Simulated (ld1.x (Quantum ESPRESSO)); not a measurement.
Before and after: TM potential for chlorine

chlorine, norm-conserving Troullier–Martins (Kleinman–Bylander form), made with ld1.x (Quantum ESPRESSO) 7.5 (PBEsol, scalar-relativistic). Core [Ne], reference 3s1.5 3p5.5. Waves: 3s (bound): rc 0.90 bohr; 3p (bound): rc 1.50 bohr; 3d channel at 0.25 Ry: rc 1.40 bohr. Local part: all-electron potential smoothed inside 1.20 bohr (lloc = -1). Core correction: none.

Change: core correction a·sin(br)/r model core inside 0.92 bohr.

Cutoffs: the cutoffs (Ry, on a coarse ladder) from which the occupation-weighted sum of valence levels, in a spherical-Bessel basis at the reference potential, stays within 10 and 1 mRy of its value at 400 Ry; they do not see the model core or the augmentation charge, which bear on the density cutoff. Errors are all-electron minus pseudo energies relative to the spin-unpolarised reference configuration.

Question: How do hardness, ghosts and transferability respond?

Answer: The potential gets neither clearly harder nor softer (100 Ry and 300 Ry → 100 Ry and 300 Ry); of the 7 tests that both files solve, the error grows in 0 and shrinks in 7 by more than 15 % and 0.3 meV (median size 15.6 → 3.3 meV); neither file shows a bound ghost. Exchange and correlation are not linear in the density, so unscreening with the valence charge alone errs where core and valence overlap; a model core restores that term. A model core, the more so a compact one, raises the density cutoff, which this test does not measure.

| quantity | base | changed |
| --- | --- | --- |
| cutoff, loose | 100 Ry | 100 Ry |
| cutoff, tight | 300 Ry | 300 Ry |
| bound ghosts | none | none |
| error for 3s2 3p5, meV [ΔE -6.04 eV] | +5.7 | -0.3 |
| error for 3s2 3p4, meV [ΔE 7.79 eV] | +16 | +3.3 |
| error for 3s2 3p3, meV [ΔE 33.19 eV] | +63 | +36 |
| error for 3s2 3p1, meV [ΔE 123.64 eV] | +497 | +334 |
| error for 3s2 3p4.5, meV [ΔE -0.48 eV] | +8.0 | -0.4 |
| error for 3s1 3p6, meV [ΔE 6.07 eV] | +7.9 | 0.0 |
| error for 3s2 3p2, meV [ΔE 71.45 eV] | +197 | +130 |
| s: phases at 1.65 bohr within 0.05 rad from the reference energy up to (Ry; the scan ends near 5) | 1.6 | 1.6 |
| p: phases at 1.65 bohr within 0.05 rad from the reference energy up to (Ry; the scan ends near 5) | to the end of the scan | to the end of the scan |
| d: phases at 1.65 bohr within 0.05 rad from the reference energy up to (Ry; the scan ends near 5) | to the end of the scan | to the end of the scan |
